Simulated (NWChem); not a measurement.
System: ZnF$_{2}$; SMILES [F][Zn][F]

The following NWChem deck was run.

```
start job
memory heap 200 mb stack 900 mb global 1100 mb
geometry units angstroms noautosym nocenter noautoz
  Zn     0.000000     0.000000    -0.260172
  F      1.731699     0.000000    -0.260074
  F     -1.731699     0.000000    -0.260074
end
basis spherical
  * library aug-cc-pvdz
end
dft
  xc hfexch
  iterations 150
end
property
  response 1 0.0
end
task dft property
```

All runs use the structure optimised with PBE0-D3(BJ)/def2-TZVP.

Static field.

**Question.** Predict the main results of this run. (Hartree-Fock/aug-cc-pVDZ.) Quantities: basis functions; isotropic polarisability (bohr³); anisotropy (bohr³).

**Answer.** The number of basis functions comes out as 105 and the isotropic polarisability (bohr³) comes out as 15.4. The anisotropy (bohr³) is 6.2.
